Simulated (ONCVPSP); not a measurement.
**Configuration tests for Si (ONCV)**

ONCVPSP 4.0.1 input, shortened (lines: element, Z, core and valence counts, functional; n l f; lmax; l rc ep ncon nbas qcut; lloc lpopt rc5 dvloc0; l nproj debl; icmod fcfact rcfact), PBE, scalar-relativistic:

```
  Si 14.00    1    3        4      upf
    1    0    2.00
    2    0    2.00
    2    1    6.00
    3    0    2.00
    1
    0    0.85    0.00    3    7   15.20
    1    1.05    0.00    4    9   12.80
    4    4    0.55    2.00
    0    2    1.90
    1    2    0.80
    3    2.50    1.54
```

In the p channel the program set the typed energies aside and used -4.296, 0.250 Ha.

Energies are relative to the spin-unpolarised reference configuration 2s2 2p6 3s2; without spin polarisation the order of configurations can differ from experiment.

```csv
valence configuration,charge,ΔE all-electron (eV),error AE − PS (meV)
2s2 2p6 3s2 3p2,0,-23.733,+3.1
2s2 2p6 3s2 3p1,+1,-15.993,+1.4
2s2 2p6 3s1,+3,33.971,-2.7
2s2 2p6 3s1 3p3,0,-16.918,+5.1
```

Levels in the configuration 2s2 2p6 3s2 3p2:

```tsv
level	all-electron (eV)	pseudo (eV)
2s	-139.500	-139.517
2p	-95.559	-95.642
3s	-10.813	-10.811
3p	-4.081	-4.082
```
